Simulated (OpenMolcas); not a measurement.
W4+: ligand-field states by method

W4+ with 6 ligands (ammonia) in octahedral coordination (S6) at 2.08 Å. Ligand basis ANO-RCC-VDZP.

```yaml
Program: OpenMolcas
Basis: ANO-RCC-VTZP [8s7p5d3f2g1h]
Scalar_Hamiltonian: DKH2, point nucleus
Active_space: 2 electrons in 5 orbitals (5d)
State_averaging: 2S+1 = 3 even, 10 roots; 2S+1 = 1 even, 15 roots
Spin-orbit_coupling: state interaction with AMFI integrals over the reference wave functions
```

I. CASSCF
II. SS-CASPT2, IPEA 0.25 Eh, imaginary shift 0.1 Eh (the lowest 17 gerade and 15 ungerade orbitals frozen, chosen by energy and not by shell, so the metal 5p can be frozen and 4f correlated)
III. SS-CASPT2, IPEA 0 Eh, imaginary shift 0.1 Eh (the lowest 17 gerade and 15 ungerade orbitals frozen, chosen by energy and not by shell, so the metal 5p can be frozen and 4f correlated)

Spin-free states in cm-1, each column counted from its own energy of the first state listed:

| State | Degeneracy | I | II | III |
| --- | --- | --- | --- | --- |
| 2S+1 = 3 | 2 | 0 | 0 | 0 |
| 2S+1 = 3 | 1 | 527 | 460 | 540 |
| 2S+1 = 1 | 1 | 9391 | 6980 | 7180 |
| 2S+1 = 1 | 2 | 9582 | 7310 | 7380 |
| 2S+1 = 1 | 2 | 10175 | 7800 | 7890 |
| 2S+1 = 1 | 1 | 23058 | 17660 | 17250 |
| 2S+1 = 3 | 2 | 50041 | 51400 | 50640 |
| 2S+1 = 3 | 1 | 50314 | 51710 | 50530 |
| 2S+1 = 3 | 2 | 57680 | 56850 | 55940 |
| 2S+1 = 3 | 1 | 57940 | 57140 | 55840 |
| 2S+1 = 1 | 2 | 59190 | 58040 | 57330 |
| 2S+1 = 1 | 1 | 59526 | 58170 | 57110 |
| 2S+1 = 1 | 2 | 61696 | 60140 | 59330 |
| 2S+1 = 1 | 1 | 61957 | 60450 | 59350 |
| 2S+1 = 3 | 1 | 101539 | 104510 | 104200 |
| 2S+1 = 1 | 2 | 111420 | 111270 | 110650 |
| 2S+1 = 1 | 1 | 121817 | 118770 | 117880 |

From I to II, I's first state of the same spin (2S+1 = 3) moves from 527 to 460 cm-1, by about -70 cm-1.

From I to II, I's first state of another spin (2S+1 = 1) moves from 9391 to 6980 cm-1, by about -2400 cm-1.

χT at 300 K: I 0.21, II 0.19, III 0.20 cm3 K/mol.

The states above are spin-free; spin-orbit coupling is strong here and shifts and splits them by thousands of cm-1.

Roots that are degenerate in the reference are averaged as groups; the widest CASPT2 spread within a group is 110 cm-1 (the 2-fold group of multiplicity 3 near 51400 cm-1 above the lowest state of its run, II). Shifts and gaps below about the spread of the groups concerned are not significant. Over all roots computed the reference weight is 0.69 to 0.70 in II, 0.69 to 0.70 in III; a low but even weight reflects the number of correlated electrons. An orbital doublet at a regular site is open to a Jahn-Teller distortion, which this geometry leaves out. The least metal-like active orbital is 68 % on the metal (Löwdin) and no ligand orbital is active, so the numbers are rough. Ligand-to-metal charge-transfer states are missing. With no ligand orbital active B as a rule stays too high, so bands that hang on it stand too high and its fall with covalency is understated. Without dynamic correlation the repulsion within the d shell is too large (B by tens of per cent), so at a given field states of lower spin stand too high (holds for I). With metal d orbitals alone the field can be off either way by tens of per cent (holds for I). With one d shell and no ligand orbital active, 10Dq can be off by a tenth or more (holds for II; III). No measured value stands beside these numbers; the geometry was imposed, not optimised, and the real ion may take another.

A state without a sure symmetry label is named by its multiplicity alone.
